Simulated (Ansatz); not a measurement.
Computed with Ansatz on PBE0-D4/def2-TZVP structures; ΔE is electronic, products minus reactants. CCSD(T)/CBS adds triple-zeta CCSD(T) − MP2 to the extrapolated MP2 energy (def2 sets, frozen cores). This one scheme is used for every species. Functionals use def2-TZVPP. B3LYP here is the variant with VWN-RPA as its local correlation; programs differ in this. Each species was taken in one conformer, which may not be the lowest.

`C[O][AlH][CH2]F` + H₂O → `[OH][AlH][CH2]F` + CH₃OH  (formal hydrolysis of the Al–O bond)

`C[O][AlH][CH2]F`:

Z-matrix (Å, degrees):
```
C
O 1 1.399
H 1 1.095 2 112.4
H 1 1.095 2 109.9 3 -120.8
H 1 1.095 2 109.8 3 120.8
Al 2 1.678 1 138.0 3 0.2
C 6 1.983 2 120.8 1 0.0
H 6 1.579 2 117.6 1 -180.0
F 7 1.401 6 111.6 2 0.1
H 7 1.098 6 112.1 2 120.7
H 7 1.098 6 112.1 2 -120.6
```

H₂O:

Z-matrix (Å, degrees):
```
O
H 1 0.960
H 1 0.960 2 105.1
```

`[OH][AlH][CH2]F`:

```xyz
8

O    -0.145   -0.419   -1.921
Al   -0.051   -0.732   -0.257
C     0.099    0.885    0.867
F     0.166    0.529    2.221
H    -0.220   -1.094   -2.593
H    -0.085   -2.209    0.309
H    -0.755    1.562    0.742
H     0.992    1.477    0.633
```

CH₃OH:

Cartesian coordinates in Å:
```
C 0.004 0.217 0.282
O -0.534 -0.435 -0.845
H -0.781 0.859 0.685
H 0.864 0.850 0.029
H 0.305 -0.486 1.068
H 0.141 -1.005 -1.218
```

```json
{"level": "PBE-D4", "ΔE (kJ/mol)": "-2.4"}
{"level": "PBE0-D4", "ΔE (kJ/mol)": "-2.3"}
{"level": "ωB97M-V", "ΔE (kJ/mol)": "-3.1"}
{"level": "PBE0", "ΔE (kJ/mol)": "-5.2"}
{"level": "B3LYP", "ΔE (kJ/mol)": "-5.6"}
{"level": "HF/def2-TZVPP", "ΔE (kJ/mol)": "-6.2"}
{"level": "CCSD/def2-TZVPP", "ΔE (kJ/mol)": "-2.6"}
{"level": "CCSD/CBS(def2)", "ΔE (kJ/mol)": "-1.7"}
```

What does CCSD(T)/CBS give? (Estimate.)

Ansatz gave: -1.0 kJ/mol. The listed levels differ from it by -1.4, -1.3, -2.1, -4.2, -4.6, -5.2, -1.6, -0.7 kJ/mol.

Largest T1 diagnostic among the species: 0.012.

In def2-TZVPP, CCSD(T) changes the Hartree–Fock value by +4.3 kJ/mol (the triples alone add +0.7 kJ/mol) and MP2 by +4.6 kJ/mol. The D4 term adds +4.8 kJ/mol with B3LYP and +2.9 kJ/mol with PBE0; it sums over pairs of atoms, weighted by their polarisabilities, and B3LYP, whose exchange is more repulsive, gets the larger term.
